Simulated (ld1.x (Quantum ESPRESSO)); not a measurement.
**Scattering properties, ultrasoft potential for Mg (Z = 12)**

- Element: magnesium
- Generator: ld1.x (Quantum ESPRESSO) 7.5
- Type: ultrasoft
- Functional: PBE
- Relativity: scalar-relativistic
- Frozen core: [He]
- Valence charge: 10
- Reference configuration: 2s2 2p6 3s2 3p0
- Partial waves: 2s (bound): rcut 1.00, rcutus 1.40 bohr; 3s (bound): rcut 1.00, rcutus 1.40 bohr; 2p (bound): rcut 1.05, rcutus 1.30 bohr; 3p (bound, empty): rcut 1.05, rcutus 1.30 bohr; 3d channel at 0.2 Ry: rc 1.35 bohr
- Local potential: the d channel
- Core correction: none
- Augmentation charge: built from norm-conserving waves at rcut, not smoothed further

The phase is arctan(r·u′/u) with u = r·R(r), unwrapped; energies in Ry, scanned from -8 to 5 Ry. A pole is an energy at which the radial function vanishes at the test radius. The pseudo phase is shifted by a multiple of π to meet the all-electron one at the reference energy, and phase errors are pseudo minus all-electron; the curves can meet again beyond the range given. Levels narrower than the energy grid can be missing from the lists of poles. n/a: not evaluated, since a narrow level or a reset projector energy made the automatic matching unsafe.

**Question.** For each channel, where are the poles, and over which energies does the pseudopotential scatter like the atom?

**Answer.**

```csv
channel,radius (bohr),reference energy (Ry),"poles, all-electron","poles, pseudo",unbroken range about the reference energy with phases within 0.05 rad,phase error 1 Ry above the reference energy (rad)
s,1.54,-0.35,-5.54,-5.74,not even at the reference energy,+0.346
p,1.54,-0.10,-3.04,-3.22,n/a,n/a
d,1.54,0.20,none,none,below 1.4,-0.043
```

A Bessel basis up to 400 Ry misses an occupied level by 0.84 Ry, so cutoffs and ghosts were not judged. The potential misses its own reference levels by up to 3.0 eV, so it is not fit for use.

Phases in the s channel:

```json
{"E (Ry)": "-8.00", "all-electron": "1.264", "pseudo": "1.283"}
{"E (Ry)": "-7.52", "all-electron": "1.229", "pseudo": "1.245"}
{"E (Ry)": "-7.04", "all-electron": "1.163", "pseudo": "1.164"}
{"E (Ry)": "-6.56", "all-electron": "0.980", "pseudo": "0.817"}
{"E (Ry)": "-6.08", "all-electron": "-0.510", "pseudo": "-1.284"}
{"E (Ry)": "-5.60", "all-electron": "-1.540", "pseudo": "-1.615"}
{"E (Ry)": "-5.12", "all-electron": "-1.689", "pseudo": "-1.696"}
{"E (Ry)": "-4.64", "all-electron": "-1.752", "pseudo": "-1.736"}
{"E (Ry)": "-4.16", "all-electron": "-1.791", "pseudo": "-1.762"}
{"E (Ry)": "-3.68", "all-electron": "-1.823", "pseudo": "-1.783"}
{"E (Ry)": "-3.20", "all-electron": "-1.852", "pseudo": "-1.800"}
{"E (Ry)": "-2.72", "all-electron": "-1.882", "pseudo": "-1.817"}
{"E (Ry)": "-2.24", "all-electron": "-1.913", "pseudo": "-1.833"}
{"E (Ry)": "-1.76", "all-electron": "-1.949", "pseudo": "-1.851"}
{"E (Ry)": "-1.28", "all-electron": "-1.991", "pseudo": "-1.869"}
{"E (Ry)": "-0.80", "all-electron": "-2.042", "pseudo": "-1.889"}
{"E (Ry)": "-0.32", "all-electron": "-2.107", "pseudo": "-1.911"}
{"E (Ry)": "0.16", "all-electron": "-2.193", "pseudo": "-1.937"}
{"E (Ry)": "0.64", "all-electron": "-2.310", "pseudo": "-1.968"}
{"E (Ry)": "1.12", "all-electron": "-2.477", "pseudo": "-2.005"}
{"E (Ry)": "1.60", "all-electron": "-2.718", "pseudo": "-2.051"}
{"E (Ry)": "2.08", "all-electron": "-3.047", "pseudo": "-2.112"}
{"E (Ry)": "2.56", "all-electron": "-3.423", "pseudo": "-2.193"}
{"E (Ry)": "3.04", "all-electron": "-3.758", "pseudo": "-2.310"}
{"E (Ry)": "3.52", "all-electron": "-4.005", "pseudo": "-2.487"}
{"E (Ry)": "4.00", "all-electron": "-4.177", "pseudo": "-2.767"}
{"E (Ry)": "4.48", "all-electron": "-4.297", "pseudo": "-3.187"}
{"E (Ry)": "4.96", "all-electron": "-4.384", "pseudo": "-3.664"}
```
